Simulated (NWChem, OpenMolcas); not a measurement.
**How basis sets differ on SnSiH4ClF (SMILES [F][SnH]([SiH3])[Cl])**

The species is SnSiH4ClF (8 atoms), meant as a singlet with charge 0. SMILES: `[F][SnH]([SiH3])[Cl]`. Geometry: relaxed at PBE0-D4/def2-TZVP.

```jsonl
{"atom": "F", "x (Å)": "-2.1644", "y (Å)": "1.2073", "z (Å)": "0.0650"}
{"atom": "Sn", "x (Å)": "-0.4911", "y (Å)": "0.7439", "z (Å)": "-0.7604"}
{"atom": "Si", "x (Å)": "0.7724", "y (Å)": "-0.7107", "z (Å)": "0.9286"}
{"atom": "Cl", "x (Å)": "-1.1037", "y (Å)": "-0.5888", "z (Å)": "-2.5662"}
{"atom": "H", "x (Å)": "0.0810", "y (Å)": "2.2122", "z (Å)": "-1.4060"}
{"atom": "H", "x (Å)": "1.0775", "y (Å)": "0.1078", "z (Å)": "2.1275"}
{"atom": "H", "x (Å)": "2.0254", "y (Å)": "-1.1749", "z (Å)": "0.2849"}
{"atom": "H", "x (Å)": "-0.1049", "y (Å)": "-1.8540", "z (Å)": "1.2709"}
```

Quantity: the dipole moment, in D. The values are calculated.

```tsv
level	kind	program	value (D)
HF/ANO-R0 (sfX2C)	Hartree–Fock	OpenMolcas	0.60
HF/STO-3G	Hartree–Fock	NWChem	4.08
HF/3-21G	Hartree–Fock	NWChem	4.56
HF/ANO-RCC-VDZ (DKH2, RICD fitting)	Hartree–Fock	OpenMolcas	5.59
HF/def2-SVP (core potential)	Hartree–Fock	OpenMolcas	4.13
```

All-electron rows without a relativistic Hamiltonian named are non-relativistic, while core potentials hold scalar relativity, so basis and relativity change together. The values span 0.60 to 5.59 D. Magnitudes only. Sets without polarisation functions give poor dipoles.
